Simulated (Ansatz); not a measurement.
Geometry optimisation, DFT PBE-D3(BJ), scalar-relativistic, plane waves, PAW in Ansatz 0.2.0.

The input (input.yaml):

```yaml
crystal:
  lattice:
    - [6.92, 0.0, 0.0]
    - [3.46, 5.992896, 0.0]
    - [0.0, 0.0, 16.53254]
  atoms:
    - { symbol: Tl, position: [0.0, 0.0, 0.0604868] }
    - { symbol: Tl, position: [0.5, 0.0, 0.0604868] }
    - { symbol: Tl, position: [0.0, 0.5, 0.0604868] }
    - { symbol: Tl, position: [0.5, 0.5, 0.0604868] }
    - { symbol: Tl, position: [-0.1666667, 0.3333333, 0.2278095] }
    - { symbol: Tl, position: [0.3333333, 0.3333333, 0.2278095] }
    - { symbol: Tl, position: [-0.1666667, 0.8333333, 0.2278095] }
    - { symbol: Tl, position: [0.3333333, 0.8333333, 0.2278095] }
    - { symbol: Tl, position: [0.0, 0.0, 0.3951323] }
    - { symbol: Tl, position: [0.5, 0.0, 0.3951323] }
    - { symbol: Tl, position: [0.0, 0.5, 0.3951323] }
    - { symbol: Tl, position: [0.5, 0.5, 0.3951323] }
    - { symbol: Au, position: [0.4949907, 0.5056025, 0.5687293] }
basis:
  ecutwfc: 420.0
kpoints:
  mp_grid: { grid: [4, 4, 1] }
hamiltonian:
  xc: pbe
  dispersion: d3bj
scf:
  occupations: { method: gaussian, width: 0.05 }
  lower_state_search: "off"
relax:
  f_tol: 0.03
  max_steps: 60
  adjacent_minimum: "off"
  constraints: [{ sites: [0, 1, 2, 3] }]
```

Run as:

```bash
$ ansatz run input.yaml --threads 4 --pin off --max-ram 10240MiB --backend cpu --events-out ev --progress --plain --runs-dir out
```

Where does it end, and by what steps?

The forces met the threshold. The force dipped under the threshold on the way, but the program's further checks kept it going. Limits of this set-up: coarse k mesh, thin slab, slab without dipole correction. After 27 steps the energy has fallen by 0.758 eV; Au13 moved furthest, 2.06 Å. Joined: Tl9–Au13 (4.47 → 2.86 Å), Tl11–Au13 (4.48 → 2.86 Å).

```
step  energy less start (eV)  largest force component (eV/Å)  accepted
   0                  0.0000                           0.804       yes
   1                 -0.1441                           0.388       yes
   2                 -0.2002                           0.329       yes
   3                 -0.2347                           0.153       yes
   4                 -0.2686                           0.155       yes
   5                 -0.3253                           0.257       yes
   6                 -0.4164                           0.310       yes
   7                 -0.5101                           0.278       yes
   8                 -0.5882                           0.151       yes
   9                 -0.6309                           0.202       yes
  10                 -0.6688                           0.075       yes
  11                 -0.6827                           0.097       yes
  12                 -0.7066                           0.033       yes
  13                 -0.7086                           0.054       yes
  14                 -0.7227                           0.140       yes
  15                 -0.7287                           0.134       yes
  16                 -0.6996                           0.229        no
  17                 -0.7437                           0.050       yes
  18                 -0.7491                           0.034       yes
  19                 -0.7508                           0.052       yes
  20                 -0.7505                           0.042        no
  21                 -0.7523                           0.030       yes
  22                 -0.7539                           0.026       yes
  23                 -0.7519                           0.073        no
  24                 -0.7556                           0.014       yes
  25                 -0.7562                           0.042       yes
  26                 -0.7570                           0.015       yes
  27                 -0.7577                           0.021       yes
```

```xyz
13
Lattice="6.9200 0.0000 0.0000 3.4600 5.9929 0.0000 0.0000 0.0000 16.5325" Properties=species:S:1:pos:R:3
Tl 0.000 0.000 1.000
Tl 3.460 0.000 1.000
Tl 1.730 2.996 1.000
Tl 5.190 2.996 1.000
Tl 0.003 1.989 3.658
Tl 3.448 1.942 3.993
Tl 1.652 5.030 4.050
Tl 5.215 5.025 3.997
Tl 0.039 0.069 6.635
Tl 3.510 -0.039 7.754
Tl 1.672 2.889 6.617
Tl 5.335 2.903 6.562
Au 3.533 3.920 8.526
```

Time of the run: 3.5 min on 4 threads of Intel(R) Xeon(R) Platinum 8488C (Sapphire Rapids), on a shared host, peak memory 1.9 GiB.
